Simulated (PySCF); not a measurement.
Computed shifts of a molecule C₂H₈GeO, B3LYP/pcSseg-1 in PySCF, GIAO, gas phase, atoms alike by connectivity averaged where their shifts nearly agree, in ppm (number of nuclei): ¹³C: 4.5 (2). ¹H: 5.26 (1), 0.63 (6), -0.19 (1). References: ⁷³Ge against GeH4 (σ = 1631.8 ppm); ¹³C against TMS (σ = 181.3 ppm); ¹⁷O against H2O (σ = 333.8 ppm); ¹H against TMS (σ = 31.68 ppm), references at their B3LYP-D3(BJ)/def2-TZVP geometries, non-relativistic. Geometry: PBE0-D3(BJ)/def2-SVP. Other conformers were not sampled.

Task: Which structure fits?
A. C[C@@H](O)[GeH3]
B. CC[O][GeH3]
C. [CH3][GeH2][CH2]O
D. [CH3][GeH]([CH3])[OH]

Result: D, [CH3][GeH]([CH3])[OH]
